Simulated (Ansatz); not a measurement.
Reaction (formal exchange of groups at the Se–C bond): `C=C[Se]CO` + silanol → `C=C[Se][SiH2]O` + CH₃OH

Isolated molecules relaxed with PBE0-D4/def2-TZVP in Ansatz; ΔE leaves out vibrations. CBS: MP2 limit from def2 TZ/QZ plus the TZ coupled-cluster correction, frozen cores. This one scheme is used for every species. DFT in def2-TZVPP. B3LYP here is the variant with VWN-RPA as its local correlation; programs differ in this. For Se outer-core shells are correlated without core-valence functions, which leaves a few kJ/mol of doubt a bond. Scalar relativity is left out up to krypton. One conformer a species, not always the lowest.

```csv
level,ΔE (eV)
PBE0-D4,-1.06
B3LYP,-0.97
```

Task: What does CCSD(T)/CBS give? (An estimate is asked.)

Result: Ansatz gave: -1.05 eV. The listed levels differ from it by -0.01, 0.08 eV.

Largest T1 diagnostic among the species: 0.011.

From PBE to PBE0 (25 % exact exchange), in def2-TZVPP and without D4, ΔE moves by −0.06 eV. The D4 term adds −0.05 eV with B3LYP and −0.03 eV with PBE0; it sums over pairs of atoms, weighted by their polarisabilities, and B3LYP, whose exchange is more repulsive, gets the larger term.
